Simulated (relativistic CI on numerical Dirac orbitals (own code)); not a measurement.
W³⁺: resonant inelastic scattering at the O2,3 edge

Computed with this model: Dirac-Coulomb-Breit CI, separate exchange-only KLI orbitals for each configuration, a model potential for QED, valence Slater integrals scaled by 0.7, Kramers-Heisenberg scattering through one core-hole configuration in a parametric crystal field; configurations [Xe] 4f14 5d3 → [Kr] 4d10 4f14 5s2 5p5 5d4; 300 K; core-hole width 1.5 eV; summed over polarisations. Incident energies are the highest absorption maxima for each field (at most a few, so the weaker spin-orbit partner edge can be absent), on the computed scale of the free ion. Intensities are in per cent of the strongest line above 0.02 eV; levels within 1 cm⁻¹ are merged; final levels count from the ground level, the first row holds all elastic scattering, lines under 0.4 are left out and each table stops after 24 rows. The scale of the Slater integrals is a model choice and moves the terms in proportion.

Field parameters in Wybourne normalisation: D3d B²₀ = −7Dσ, B⁴₀ = −14Dq − 21Dτ, B⁴₃ = −14√(10/7) Dq; Td as Oh with Dq negative (B⁴₀ = 21Dq, B⁴₄ = √(5/14) B⁴₀). The field is a parameter set, without covalency, and values of 10Dq over about 45,000 cm⁻¹ lie beyond real compounds.

S is read from ⟨S²⟩ = S(S + 1).

Td, 10Dq = -5750 cm⁻¹:

```tsv
Final level (eV)	Degeneracy	Irrep	S	41.8 eV	45.3 eV	53.3 eV
0.000	4	Γ8	1.38	927.7	876.5	529.8
0.299	2	Γ7	1.48	30.9	32.9	16.9
0.528	4	Γ8	1.46	53.0	51.8	22.7
0.784	2	Γ6	1.44	3.9	10.1	13.7
0.897	4	Γ8	1.22	25.0	50.1	100.0
0.997	2	Γ7	1.35	3.1	7.9	6.3
1.005	4	Γ8	1.04	28.9	74.7	22.0
1.140	2	Γ6	1.23	1.5	4.0	33.9
1.345	4	Γ8	1.09	9.0	24.0	3.5
1.527	2	Γ6	1.00	5.9	90.0	44.3
1.550	4	Γ8	1.06	15.0	33.2	87.1
1.672	4	Γ8	1.08	5.2	40.2	7.6
1.705	2	Γ7	0.76	1.8	18.4	1.4
1.748	2	Γ6	0.97	2.7	25.1	6.5
1.905	4	Γ8	1.00	1.6	6.3	4.2
2.124	2	Γ6	1.01	1.5	19.9	2.0
2.135	4	Γ8	1.22	4.0	20.4	12.5
2.156	2	Γ7	1.39	0.6	9.3	0.5
2.238	4	Γ8	1.19	1.8	24.1	21.3
2.398	4	Γ8	0.86	2.1	21.6	1.5
2.412	2	Γ6	0.68	1.2	4.0	28.4
2.560	4	Γ8	0.81	2.6	27.7	11.9
2.597	2	Γ6	0.53	0.6	0.9	5.0
2.624	2	Γ7	0.65	0.6	9.0	0.9
```

D3d, 10Dq = 47300, Dσ = 590, Dτ = 340 cm⁻¹:

```csv
Final level (eV),Degeneracy,Irrep,S,44 eV,47 eV,56.1 eV
0.000,2,Γ5+Γ6,1.47,696.9,560.8,476.2
0.009,2,Γ4,1.48,62.7,44.5,12.5
1.011,2,Γ5+Γ6,0.55,3.6,55.6,14.0
1.270,2,Γ4,0.51,4.8,37.1,20.5
1.376,2,Γ4,0.51,2.4,31.3,14.2
1.415,2,Γ5+Γ6,0.51,3.3,23.1,15.9
1.432,2,Γ4,0.51,2.7,52.6,13.4
2.346,2,Γ4,0.54,1.4,32.2,21.7
2.485,2,Γ4,0.51,3.4,14.5,18.8
2.703,2,Γ5+Γ6,0.52,1.7,17.5,19.8
5.886,2,Γ4,1.49,26.6,16.5,65.6
5.889,2,Γ5+Γ6,1.48,24.2,29.5,100.0
5.994,2,Γ4,1.49,17.1,37.0,83.1
6.046,2,Γ4,1.48,24.8,14.0,60.7
6.108,2,Γ5+Γ6,1.48,12.3,14.3,57.7
6.186,2,Γ4,1.46,8.1,10.7,76.3
6.630,2,Γ4,1.40,16.7,15.4,33.1
6.694,2,Γ5+Γ6,1.42,7.4,16.1,36.3
6.935,2,Γ4,1.21,7.2,8.3,38.6
6.995,2,Γ4,1.09,4.2,4.6,43.8
7.038,2,Γ4,1.27,4.5,12.3,40.1
7.053,2,Γ5+Γ6,1.37,4.9,8.9,60.5
7.080,2,Γ4,1.24,7.4,6.8,54.3
7.161,2,Γ5+Γ6,0.81,6.2,7.0,21.1
```

For the first field the strongest loss at the lowest incident energy is the level at 0.53 eV (S = 1.46, against 1.38 in the thermal ground state). Levels of other spin, the first over 8 % at 1.71 eV, appear because spin-orbit coupling of the core hole, and in heavier ions of the valence shell too, mixes spins.
